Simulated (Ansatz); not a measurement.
`O[CH2][In]([OH])[Cl]` → `[CH2]` (triplet) + `[OH][In]([OH])[Cl]`  (formal loss of a carbene)

Computed with Ansatz on PBE0-D4/def2-TZVP structures; ΔE is electronic, products minus reactants. CCSD(T)/CBS is the MP2 limit (def2-TZVPP, def2-QZVPP) plus CCSD(T) − MP2 in def2-TZVPP, frozen cores. This one scheme is used for every species. Functionals use def2-TZVPP. B3LYP here is the variant with VWN-RPA as its local correlation; programs differ in this. Triplets are unrestricted, without spin–orbit coupling. Elements past krypton have def2 core potentials. For In outer-core shells are correlated without core-valence functions, which leaves a few kJ/mol of doubt a bond. Each species was taken in one conformer, which may not be the lowest.

```csv
level,ΔE (kJ/mol),difference from CCSD(T)/CBS
r2SCAN-D4,325.4,-11.1
PBE0-D4,347.7,11.2
B3LYP-D4,342.7,6.2
ωB97X-V,351.4,14.9
B2PLYP,331.4,-5.1
PBE,356.5,20.0
r2SCAN,323.8,-12.7
B3LYP,332.6,-3.9
HF/def2-TZVPP,182.6,-153.9
MP2/def2-TZVPP,336.5,0.0
SCS-MP2/def2-TZVPP,336.5,0.0
CCSD/def2-TZVPP,315.7,-20.8
CCSD(T)/def2-TZVPP,327.8,-8.7
HF/def2-QZVPP,181.3,-155.2
MP2/CBS(def2),345.3,8.8
CCSD/CBS(def2),324.5,-12.0
CCSD(T)/CBS,336.5,0
```

Largest T1 diagnostic among the species: 0.016.

In def2-TZVPP, CCSD(T) changes the Hartree–Fock value by +145.2 kJ/mol (the triples alone add +12.1 kJ/mol) and MP2 by +153.9 kJ/mol. The D4 term adds +10.1 kJ/mol with B3LYP and +5.4 kJ/mol with PBE0; it sums over pairs of atoms, weighted by their polarisabilities, and B3LYP, whose exchange is more repulsive, gets the larger term. From PBE to PBE0 (25 % exact exchange), in def2-TZVPP and without D4, ΔE moves by −14.2 kJ/mol.

CCSD(T)/CBS has its own doubt, a few kJ/mol and more with outer-core shells, so smaller differences from it don't rank the levels.
